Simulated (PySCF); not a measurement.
## Polarisability and C₆ of Ta²⁺ (tantalum, charge +2)

[Xe] 4f14 5d2 6s1, high-spin 4F determinant (an excited configuration). All numbers are calculated (PySCF 2.14, a scalar-relativistic core potential, in aug-cc-pVTZ-PP with one added diffuse shell each of s, p, d, f, g type with ECP60MDF (7s7p6d4f3g, 113 functions)). Coupled (time-dependent) response in atomic units; α is the mean over directions.

| method | mean α (bohr³) | C₆ (like pair) | S(−4) |
| --- | --- | --- | --- |
| PBE0 | 26.77 | 179.5 | 357.9 |

S(−4) is the Cauchy moment in α(ω) = α(0) + S(−4) ω² + …

Spin-orbit coupling is absent.

α(iu) at PBE0:

```tsv
u (hartree)	α(iu) (bohr³)
0	26.77
0.0500	25.92
0.100	23.71
0.200	18.13
0.300	13.64
0.500	8.582
0.750	5.699
1.00	4.193
1.50	2.619
2.00	1.799
3.00	0.9868
5.00	0.4149
```

A single London oscillator, α(iu) = α/(1 + u²/ω²), gives C₆ = (3/4) ω α². Matching the computed C₆ needs ω = 4 × 179.5 / (3 × 26.77²) = 0.334 hartree.

For an ion, C₆ is the dispersion term alone; charge-induced terms of lower order in 1/R come first.

Energies and moments cover only the electrons outside the core potential. Spin-orbit coupling, absent here, splits the open shell strongly.
